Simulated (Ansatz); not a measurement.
Consider the redistribution: `[CH3][Al]([CH3])[N]=C=O` + `[F][SnH3]` → `[CH3][AlH][N]=C=O` + `[CH3][SnH2][F]`.

Gas-phase electronic energies from Ansatz, PBE0-D4/def2-TZVP geometries. CCSD(T)/CBS is the MP2 limit (def2-TZVPP, def2-QZVPP) plus CCSD(T) − MP2 in def2-TZVPP, frozen cores. DFT in def2-TZVPP. Elements past krypton have def2 core potentials. For Sn outer-core shells are correlated without core-valence functions, which leaves a few kJ/mol of doubt a bond. Each species was taken in one conformer, which may not be the lowest.

```
             level  ΔE (kJ/mol)
         revPBE-D4         14.1
           BLYP-D4         13.6
         r2SCAN-D4         17.0
            B2PLYP         12.4
            r2SCAN         16.6
       HF/def2-SVP         14.1
  CCSD(T)/def2-SVP         14.0
CCSD(T)/def2-TZVPP         11.1
```

**Question.** What does CCSD(T)/CBS give? (Estimate.)

**Answer.** Computed: +8.1 kJ/mol. The listed levels differ from it by 6.0, 5.5, 8.9, 4.3, 8.5, 6.0, 5.9, 3.0 kJ/mol.

Largest T1 diagnostic among the species: 0.015.

At CCSD(T), def2-SVP lies +5.8 kJ/mol from the extrapolated value and def2-TZVPP +3.0 kJ/mol. Leaving LDA and LC-ωPBE aside and taking each functional with its dispersion term where it has one, the values spread over 4.6 kJ/mol, from B2PLYP to r2SCAN-D4. LDA lies +4.1 kJ/mol from PBE without D4.
